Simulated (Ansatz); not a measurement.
A short molecular-dynamics run on CrS2(OH)2 (CrS₂O₂H₂).

```yaml
crystal:
  periodic: [false, false, false]
  atoms:
    - {symbol: Cr, position_ang: [0.267631, 0.012838, 0.194538]}
    - {symbol: S, position_ang: [0.249560, -0.237397, 2.180560]}
    - {symbol: S, position_ang: [2.132736, 0.351654, -0.448732]}
    - {symbol: O, position_ang: [-0.766755, 1.367198, -0.181694]}
    - {symbol: H, position_ang: [-0.529137, 1.789904, -1.034115]}
    - {symbol: O, position_ang: [-0.321871, -1.419440, -0.609716]}
    - {symbol: H, position_ang: [-1.032153, -1.864756, -0.100842]}
basis:
  gaussian: {orbitals: def2-SVP}
hamiltonian: {xc: {name: r2SCAN}, dispersion: d4}
md: {timestep: 2 fs, n_steps: 15, ensemble: nvt_langevin, temperature: 700, initial_velocities: maxwell_boltzmann, friction: 0.01, seed: 565}
scf: {omitted_lower_state_checks: [starts]}
```

```sh
$ ansatz run in.yaml --threads 4 --pin off --events-out ev --progress --plain --max-ram 3916MiB
```

```json
{"step": "0", "time (fs)": "0.0", "potential energy (eV)": "-54204.1475", "kinetic (eV)": "0.5429", "T (K)": "600"}
{"step": "1", "time (fs)": "2.0", "potential energy (eV)": "-54204.1024", "kinetic (eV)": "0.5667", "T (K)": "626"}
{"step": "2", "time (fs)": "4.0", "potential energy (eV)": "-54204.0774", "kinetic (eV)": "0.5402", "T (K)": "597"}
{"step": "3", "time (fs)": "6.0", "potential energy (eV)": "-54204.0141", "kinetic (eV)": "0.4029", "T (K)": "445"}
{"step": "4", "time (fs)": "8.0", "potential energy (eV)": "-54203.9790", "kinetic (eV)": "0.3065", "T (K)": "339"}
{"step": "5", "time (fs)": "10.0", "potential energy (eV)": "-54203.9506", "kinetic (eV)": "0.2992", "T (K)": "331"}
{"step": "6", "time (fs)": "12.0", "potential energy (eV)": "-54203.9612", "kinetic (eV)": "0.3238", "T (K)": "358"}
{"step": "7", "time (fs)": "14.0", "potential energy (eV)": "-54203.9558", "kinetic (eV)": "0.3751", "T (K)": "415"}
{"step": "8", "time (fs)": "16.0", "potential energy (eV)": "-54203.9746", "kinetic (eV)": "0.3415", "T (K)": "377"}
{"step": "9", "time (fs)": "18.0", "potential energy (eV)": "-54203.9710", "kinetic (eV)": "0.3269", "T (K)": "361"}
{"step": "10", "time (fs)": "20.0", "potential energy (eV)": "-54204.0112", "kinetic (eV)": "0.3144", "T (K)": "347"}
{"step": "11", "time (fs)": "22.0", "potential energy (eV)": "-54204.0143", "kinetic (eV)": "0.3049", "T (K)": "337"}
{"step": "12", "time (fs)": "24.0", "potential energy (eV)": "-54204.0268", "kinetic (eV)": "0.3413", "T (K)": "377"}
{"step": "13", "time (fs)": "26.0", "potential energy (eV)": "-54204.0270", "kinetic (eV)": "0.3860", "T (K)": "427"}
{"step": "14", "time (fs)": "28.0", "potential energy (eV)": "-54204.0648", "kinetic (eV)": "0.4566", "T (K)": "505"}
{"step": "15", "time (fs)": "30.0", "potential energy (eV)": "-54204.0610", "kinetic (eV)": "0.3874", "T (K)": "428"}
```

Velocities are drawn at the set temperature; a run this short doesn't reach equilibrium. Under Langevin dynamics the printed temperature counts 3N degrees of freedom, so it starts below the set value.

The restricted singlet is unstable towards broken spin symmetry in Hartree–Fock (as tested in another run); at RKS r2SCAN-D4/def2-SVP this wasn't settled.

Frames (Å, forces in eV/Å):

```xyz
7
time=0.0 fs
Cr    0.268    0.013    0.195    0.042    0.002    0.030
S     0.250   -0.237    2.181   -0.007    0.035   -0.343
S     2.133    0.352   -0.449   -0.326   -0.051    0.101
O    -0.767    1.367   -0.182    0.301   -0.117   -0.279
H    -0.529    1.790   -1.034   -0.102   -0.155    0.329
O    -0.322   -1.419   -0.610   -0.180    0.122    0.367
H    -1.032   -1.865   -0.101    0.272    0.163   -0.206
7
time=2.0 fs
Cr    0.266    0.011    0.192    0.261    0.309    0.231
S     0.240   -0.232    2.197    0.010    0.095   -0.773
S     2.144    0.343   -0.458   -0.623   -0.131    0.216
O    -0.757    1.381   -0.197    0.606    0.029   -1.037
H    -0.525    1.779   -1.088   -0.291   -0.525    1.180
O    -0.335   -1.420   -0.604   -0.169    0.178    0.478
H    -1.030   -1.822   -0.039    0.206    0.046   -0.296
7
time=4.0 fs
Cr    0.265    0.009    0.189    0.467    0.530    0.416
S     0.229   -0.227    2.212    0.034    0.142   -1.142
S     2.155    0.335   -0.467   -0.910   -0.208    0.320
O    -0.746    1.394   -0.215    0.406   -0.680    0.140
H    -0.531    1.743   -1.098    0.001    0.026    0.046
O    -0.355   -1.420   -0.599    0.083    0.385    0.395
H    -1.034   -1.770    0.008   -0.081   -0.197   -0.175
7
time=6.0 fs
Cr    0.265    0.005    0.183    0.602    0.694    0.660
S     0.219   -0.223    2.222    0.062    0.177   -1.443
S     2.163    0.327   -0.477   -1.097   -0.267    0.385
O    -0.733    1.403   -0.230    0.220   -1.194    1.212
H    -0.520    1.704   -1.109    0.233    0.454   -1.024
O    -0.373   -1.418   -0.594   -0.207    0.246    0.711
H    -1.049   -1.735    0.049    0.186   -0.110   -0.501
7
time=8.0 fs
Cr    0.266    0.002    0.178    0.655    0.834    0.869
S     0.212   -0.218    2.229    0.088    0.201   -1.650
S     2.168    0.318   -0.487   -1.155   -0.307    0.413
O    -0.719    1.411   -0.242    0.573   -0.788   -0.208
H    -0.495    1.683   -1.160   -0.121   -0.004    0.411
O    -0.388   -1.415   -0.590   -0.560    0.029    1.038
H    -1.062   -1.720    0.080    0.519    0.035   -0.874
7
time=10.0 fs
Cr    0.266    0.001    0.172    0.696    0.883    1.013
S     0.205   -0.212    2.232    0.112    0.219   -1.806
S     2.171    0.309   -0.497   -1.176   -0.333    0.437
O    -0.704    1.416   -0.254    0.718   -0.572   -1.002
H    -0.479    1.673   -1.198   -0.303   -0.218    1.222
O    -0.402   -1.412   -0.587   -0.211    0.151    0.677
H    -1.063   -1.712    0.081    0.163   -0.130   -0.540
7
time=12.0 fs
Cr    0.266    0.001    0.168    0.727    0.839    1.143
S     0.196   -0.205    2.235    0.141    0.226   -1.924
S     2.171    0.297   -0.508   -1.194   -0.343    0.464
O    -0.689    1.418   -0.268    0.414   -0.813    0.059
H    -0.468    1.667   -1.186   -0.055    0.099    0.141
O    -0.416   -1.408   -0.582    0.649    0.511   -0.200
H    -1.054   -1.719    0.065   -0.682   -0.518    0.317
7
time=14.0 fs
Cr    0.266    0.002    0.165    0.702    0.708    1.269
S     0.187   -0.196    2.236    0.178    0.225   -1.985
S     2.171    0.283   -0.518   -1.180   -0.332    0.484
O    -0.675    1.418   -0.281    0.008   -1.099    1.411
H    -0.447    1.664   -1.168    0.280    0.514   -1.256
O    -0.428   -1.402   -0.579    0.439    0.327   -0.047
H    -1.058   -1.755    0.062   -0.428   -0.343    0.123
7
time=16.0 fs
Cr    0.267    0.004    0.162    0.648    0.556    1.336
S     0.175   -0.188    2.234    0.221    0.226   -1.990
S     2.170    0.267   -0.528   -1.108   -0.310    0.495
O    -0.663    1.417   -0.287    0.383   -0.385   -0.468
H    -0.413    1.687   -1.204   -0.193   -0.065    0.612
O    -0.434   -1.395   -0.578   -0.404   -0.297    0.694
H    -1.072   -1.800    0.065    0.453    0.276   -0.680
7
time=18.0 fs
Cr    0.268    0.008    0.160    0.585    0.363    1.311
S     0.163   -0.181    2.229    0.267    0.228   -1.933
S     2.168    0.253   -0.538   -1.014   -0.285    0.505
O    -0.649    1.417   -0.292    0.460    0.079   -1.313
H    -0.402    1.710   -1.226   -0.378   -0.385    1.445
O    -0.440   -1.390   -0.574   -0.212   -0.243    0.453
H    -1.063   -1.830    0.050    0.291    0.245   -0.466
7
time=20.0 fs
Cr    0.269    0.012    0.160    0.516    0.167    1.249
S     0.152   -0.174    2.222    0.308    0.223   -1.831
S     2.164    0.239   -0.546   -0.922   -0.255    0.509
O    -0.637    1.418   -0.300   -0.102   -0.343    0.401
H    -0.418    1.717   -1.192    0.099    0.176   -0.311
O    -0.448   -1.387   -0.566    0.730    0.451   -0.499
H    -1.041   -1.849    0.024   -0.628   -0.419    0.483
7
time=22.0 fs
Cr    0.267    0.015    0.160    0.447   -0.012    1.176
S     0.141   -0.166    2.214    0.341    0.212   -1.672
S     2.158    0.223   -0.551   -0.805   -0.221    0.499
O    -0.626    1.419   -0.304   -0.464   -0.571    1.416
H    -0.422    1.734   -1.172    0.366    0.549   -1.366
O    -0.453   -1.383   -0.560    0.410    0.179   -0.261
H    -1.041   -1.882    0.019   -0.295   -0.135    0.207
7
time=24.0 fs
Cr    0.266    0.018    0.161    0.444   -0.210    0.985
S     0.132   -0.158    2.204    0.356    0.201   -1.432
S     2.152    0.206   -0.555   -0.684   -0.194    0.495
O    -0.615    1.418   -0.305   -0.055    0.598   -1.042
H    -0.399    1.781   -1.209   -0.178   -0.463    1.086
O    -0.458   -1.382   -0.554   -0.363   -0.513    0.405
H    -1.055   -1.916    0.027    0.481    0.581   -0.496
7
time=26.0 fs
Cr    0.263    0.020    0.164    0.411   -0.331    0.704
S     0.124   -0.153    2.193    0.358    0.187   -1.146
S     2.146    0.188   -0.556   -0.573   -0.163    0.493
O    -0.605    1.420   -0.310   -0.011    0.977   -1.526
H    -0.379    1.821   -1.212   -0.294   -0.771    1.573
O    -0.462   -1.383   -0.545   -0.079   -0.229    0.077
H    -1.052   -1.925    0.017    0.186    0.330   -0.175
7
time=28.0 fs
Cr    0.261    0.021    0.166    0.283   -0.301    0.378
S     0.115   -0.149    2.178    0.360    0.168   -0.787
S     2.137    0.169   -0.555   -0.417   -0.123    0.471
O    -0.596    1.427   -0.319   -0.474    0.135    0.317
H    -0.375    1.846   -1.160    0.183    0.039   -0.258
O    -0.464   -1.385   -0.532    0.834    0.643   -0.855
H    -1.038   -1.921   -0.001   -0.769   -0.561    0.734
7
time=30.0 fs
Cr    0.258    0.021    0.169    0.189   -0.125   -0.048
S     0.107   -0.145    2.161    0.355    0.142   -0.301
S     2.129    0.151   -0.552   -0.273   -0.087    0.452
O    -0.590    1.431   -0.327   -0.777   -0.548    1.449
H    -0.366    1.885   -1.121    0.520    0.641   -1.351
O    -0.463   -1.384   -0.524    0.015   -0.161   -0.261
H    -1.047   -1.939    0.018   -0.030    0.138    0.061
```

Hardware: 4 threads of AMD EPYC 9R45 on a shared host. Wall time 17 s.
